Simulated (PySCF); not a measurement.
Exact simulation of a proton spin system

Molecule: `CCOC(C)(C)C`, C$_{6}$H$_{14}$O.

Bonds (- single, = double, # triple, : aromatic): C1-C2, C2-O3, O3-C4, C4-C5, C4-C6, C4-C7. C1 carries H8, H9, H10; C2 carries H11, H12; C5 carries H13, H14, H15; C6 carries H16, H17, H18; C7 carries H19, H20, H21.

[PySCF 2.14.0 with density-fitted response routines: spin–spin couplings from B3LYP/pcJ-1 (without the spin–dipole term); σ from GIAO-PBE0/pcSseg-1; PBE0-D3(BJ)/def2-SVP geometry; one conformer; equivalent nuclei averaged; in vacuum; non-relativistic Hamiltonian]

Scale: ¹H (σref 31.27) against TMS (reference shieldings calculated alike).

The 5-spin Hamiltonian (Zeeman plus full scalar coupling among like nuclei) was diagonalised exactly; lines are Lorentzian, 0.7 Hz wide, and the maxima above 3 % are listed with the tallest set to 100.

Peak list at 600 MHz for the spins H8/H9/H10/H11/H12:
Hz from δ = 0 (height): 1979.6 (16), 1971.9 (49), 1964.2 (50), 1956.5 (17), 727.7 (50), 720.0 (100), 712.3 (49)

Problem. Extract the chemical shifts and coupling constants behind this pattern (give the signs of the calculation).

Solution. 
Shifts (ppm): H8/H9/H10 1.20, H11/H12 3.28.
Couplings (Hz): H8–H9, H8–H10, H9–H10: -13.6; H8–H11, H8–H12, H9–H11, H9–H12, H10–H11, H10–H12: 7.7; H11–H12: -8.8.
These are the parameters used. A line list fixes at most the relative signs, and those only where coupling is strong; other parameter sets or atom labellings may fit too, and couplings well below the line width leave little trace. Couplings within a CH3 group never show.

Unscaled 3J(H,H) at this level run about 9 % above measured values.
